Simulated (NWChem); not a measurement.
System: C4H3N2, doublet; SMILES c1nc[c]cn1

Excerpt of the output:

```
             Northwest Computational Chemistry Package (NWChem) 7.3.0
             --------------------------------------------------------

                             Geometry "geometry" -> ""
                             -------------------------

 Output coordinates in angstroms (scale by  1.889725989 to convert to a.u.)

  No.       Tag          Charge          X              Y              Z
 ---- ---------------- ---------- -------------- -------------- --------------
    1 C                    6.0000     0.00000000     0.00000000     1.36503800
    2 C                    6.0000     1.20211800     0.00000000     0.69013200
    3 N                    7.0000     1.20079500     0.00000000    -0.65793000
    4 C                    6.0000     0.00000000     0.00000000    -1.24549400
    5 N                    7.0000    -1.20079500     0.00000000    -0.65793000
    6 C                    6.0000    -1.20211800     0.00000000     0.69013200
    7 H                    1.0000     2.17003300     0.00000000     1.18588100
    8 H                    1.0000     0.00000000     0.00000000    -2.33392900
    9 H                    1.0000    -2.17003300     0.00000000     1.18588100

 Effective nuclear repulsion energy (a.u.)     199.3795817717

                              NWChem Property Module
                              ----------------------

  itol2e modified to match energy
  convergence criterion.

                                 NWChem DFT Module
                                 -----------------

 Summary of "ao basis" -> "ao basis" (spherical)
 ------------------------------------------------------------------------------
       Tag                 Description            Shells   Functions and Types
 ---------------- ------------------------------  ------  ---------------------
 C                           6-31g*                  6       14   3s2p1d
 N                           6-31g*                  6       14   3s2p1d
 H                           6-31g*                  2        2   2s

  itol2e modified to match energy
  convergence criterion.

            General Information
            -------------------
          SCF calculation type: DFT
          Wavefunction type:  spin polarized.
          No. of atoms     :     9
          No. of electrons :    41
           Alpha electrons :    21
            Beta electrons :    20
          Charge           :     0
          Spin multiplicity:     2
          Use of symmetry is: off; symmetry adaption is: off
          Maximum number of iterations: 150
          AO basis - number of functions:    90
                     number of shells:    42
          Convergence on energy requested:  1.00D-07
          Convergence on density requested:  1.00D-05
          Convergence on gradient requested:  5.00D-04

              XC Information
              --------------
                         B3LYP Method XC Potential
                     Hartree-Fock (Exact) Exchange  0.200
                        Slater Exchange Functional  0.800 local
                    Becke 1988 Exchange Functional  0.720 non-local
              Lee-Yang-Parr Correlation Functional  0.810
                  VWN I RPA Correlation Functional  0.190 local

             Grid Information
             ----------------
          Grid used for XC integration:  fine
          Radial quadrature: Mura-Knowles
          Angular quadrature: Lebedev.
          Tag              B.-S. Rad. Rad. Pts. Rad. Cut. Ang. Pts.
          ---              ---------- --------- --------- ---------
          C                   0.70       70          10.0       590
          N                   0.65       70          10.0       590
          H                   0.35       60          11.0       590
          Grid pruning is: on
          Number of quadrature shells:   600
          Spatial weights used:  Erf1

      Superposition of Atomic Density Guess
      -------------------------------------

 Sum of atomic energies:        -260.72319070

      Non-variational initial energy
      ------------------------------

[...]

          ----------------------
          Hyperfine Interactions
          ----------------------

 Total Spin Density (Fermi Contact Term)
 ------------------ --------------------
     Atom            x         y         z       Density (a.u.)      Aiso(MHz)     Aiso(Gauss)
     1  13-C      0.00000   0.00000   2.57955       0.350962        394.548877     140.784613
     2  13-C      2.27167   0.00000   1.30416       0.004702          5.285695       1.886064
     3  14-N      2.26917   0.00000  -1.24331       0.003634          1.174289       0.419015
     4  13-C      0.00000   0.00000  -2.35364       0.000604          0.679258       0.242376
     5  14-N     -2.26917   0.00000  -1.24331       0.003634          1.174289       0.419015
     6  13-C     -2.27167   0.00000   1.30416       0.004702          5.285694       1.886064
     7   1-H      4.10077   0.00000   2.24099       0.005069         22.658676       8.085165
     8   1-H      0.00000   0.00000  -4.41049       0.004975         22.237101       7.934737
     9   1-H     -4.10077   0.00000   2.24099       0.005069         22.658676       8.085165

           -------------------------------------------
           Anisotropic Interaction (Spin-Dipolar Term)
           -------------------------------------------

 ------------------------------------------------------------
     Atom            x         y         z
 ------------------------------------------------------------
     1  13-C      0.00000   0.00000   2.57955

   Spin-Dipolar term (a.u.)
        xx             yy             zz             xy             xz             yz
 ------------------------------------------------------------------------------------------
      -0.504834      -0.391508       0.896342      -0.000000       0.000000      -0.000000

   Principal Comp. of -hf- tensor (au)            Anisotropic -hfcc- (MHz)               Anisotropic -hfcc- (Gauss)
 --------------------------------------------------------------------------------------------------------------------------
     -0.504834    -0.391508     0.896342     -67.743890   -52.536607   120.280497     -24.172664   -18.746336    42.919000

   Orientation of the principal axis of Hyperfine Tensor w.r.t absolute (molecular) frame
 --------------------------------------------------------------------------------------------------------------------------
      1.000000    -0.000000     0.000000
      0.000000     1.000000    -0.000000
     -0.000000     0.000000     1.000000

 ------------------------------------------------------------
     Atom            x         y         z
 ------------------------------------------------------------
     2  13-C      2.27167   0.00000   1.30416

   Spin-Dipolar term (a.u.)
        xx             yy             zz             xy             xz             yz
 ------------------------------------------------------------------------------------------
       0.057582      -0.095118       0.037535      -0.000000      -0.062052       0.000000

   Principal Comp. of -hf- tensor (au)            Anisotropic -hfcc- (MHz)               Anisotropic -hfcc- (Gauss)
 --------------------------------------------------------------------------------------------------------------------------
      0.110415    -0.095118    -0.015298      14.816657   -12.763877    -2.052780       5.286943    -4.554461    -0.732482

   Orientation of the principal axis of Hyperfine Tensor w.r.t absolute (molecular) frame
 --------------------------------------------------------------------------------------------------------------------------
      0.761403     0.000000     0.648279
     -0.000000     1.000000     0.000000
     -0.648279    -0.000000     0.761403

 ------------------------------------------------------------
     Atom            x         y         z
 ------------------------------------------------------------
     3  14-N      2.26917   0.00000  -1.24331

   Spin-Dipolar term (a.u.)
        xx             yy             zz             xy             xz             yz
 ------------------------------------------------------------------------------------------
      -0.088531      -0.069052       0.157583      -0.000000      -0.111344       0.000000

   Principal Comp. of -hf- tensor (au)            Anisotropic -hfcc- (MHz)               Anisotropic -hfcc- (Gauss)
 --------------------------------------------------------------------------------------------------------------------------
     -0.131427    -0.069052     0.200479      -5.068844    -2.663173     7.732016      -1.808686    -0.950285     2.758971

   Orientation of the principal axis of Hyperfine Tensor w.r.t absolute (molecular) frame
 --------------------------------------------------------------------------------------------------------------------------
      0.933144    -0.000000    -0.359502
      0.000000     1.000000     0.000000
      0.359502    -0.000000     0.933144

 ------------------------------------------------------------
     Atom            x         y         z
 ------------------------------------------------------------
     4  13-C      0.00000   0.00000  -2.35364

   Spin-Dipolar term (a.u.)
        xx             yy             zz             xy             xz             yz
 ------------------------------------------------------------------------------------------
       0.021727      -0.050645       0.028917      -0.000000      -0.000000      -0.000000

   Principal Comp. of -hf- tensor (au)            Anisotropic -hfcc- (MHz)               Anisotropic -hfcc- (Gauss)
 --------------------------------------------------------------------------------------------------------------------------
      0.021727    -0.050645     0.028917       2.915618    -6.796050     3.880433       1.040363    -2.424996     1.384633

[...]
```

Level: B3LYP/6-31G* (spherical d), spin-unrestricted, contact and dipolar terms. In the optimisation the excess spin sits in a1 (C2v, its own frame). All runs use the structure optimised with B3LYP/6-31G* (spherical d), spin-unrestricted. No stability test was run on the SCF state. B3LYP is NWChem's, with the RPA form of VWN correlation.

**Question.** Reconstruct the input file.

**Answer.** One answer among several that fit: the input that was run:
```
start job
memory heap 200 mb stack 900 mb global 1100 mb
geometry units angstroms noautosym nocenter noautoz
  C      0.000000     0.000000     1.365038
  C      1.202118     0.000000     0.690132
  N      1.200795     0.000000    -0.657930
  C      0.000000     0.000000    -1.245494
  N     -1.200795     0.000000    -0.657930
  C     -1.202118     0.000000     0.690132
  H      2.170033     0.000000     1.185881
  H      0.000000     0.000000    -2.333929
  H     -2.170033     0.000000     1.185881
end
basis spherical
  * library 6-31g*
end
dft
  odft
  mult 2
  xc b3lyp
  iterations 150
end
property
  hyperfine
end
task dft property
```
